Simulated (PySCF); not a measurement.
**Worked example: chemical shift, span and skew from a shielding tensor**

C3H8N2Si, SMILES C[Si@@]1(C=NC1)N. Atoms are numbered in the order given.

```xyz
14

C      1.9278    -0.6831     0.1244
Si     0.2993     0.2371     0.0419
N      0.6619     1.9179     0.0964
C     -1.1108    -0.5892     1.0040
N     -1.7371    -1.0132    -0.0374
C     -1.0041    -0.4262    -1.1859
H      1.7585    -1.7677     0.0540
H      2.5896    -0.3812    -0.7026
H      2.4510    -0.4832     1.0731
H     -0.0550     2.6324     0.1091
H      1.5506     2.2654     0.4345
H     -1.4674    -0.8548     2.0112
H     -0.7339    -1.1897    -1.9346
H     -1.6358     0.3176    -1.6994
```
Charge 0, spin multiplicity 1.

The structure is a stationary point at PBE0-D3(BJ)/def2-SVP. The structure was generated by enumeration; whether it is a known compound was not checked. The values are those of a single conformer.

GIAO shieldings from PySCF with PBE/pcSseg-1, non-relativistic, no solvent. The symmetric part of the tensor of N3 has the principal values 204.6, 217.6, 250.9 ppm. The same nucleus in NH3 has σ = 267.0 ppm at this level (PySCF, at its B3LYP-D3(BJ)/def2-TZVP geometry).

Task: Work out the isotropic shielding, the ¹⁵N shift against NH3, the span and the skew.

Result: 
σ(iso) = (σ11 + σ22 + σ33)/3 = 224.4 ppm. δ = σ(ref) − σ(iso) = 267.0 − (224.4) = 42.6 ppm.
Span Ω = σ33 − σ11 = 46.3 ppm. Skew κ = 3(σ(iso) − σ22)/Ω = 0.44. Tumbling in solution averages the tensor to δ; in a static solid the shielding alone would spread this spin-1/2 line over Ω.
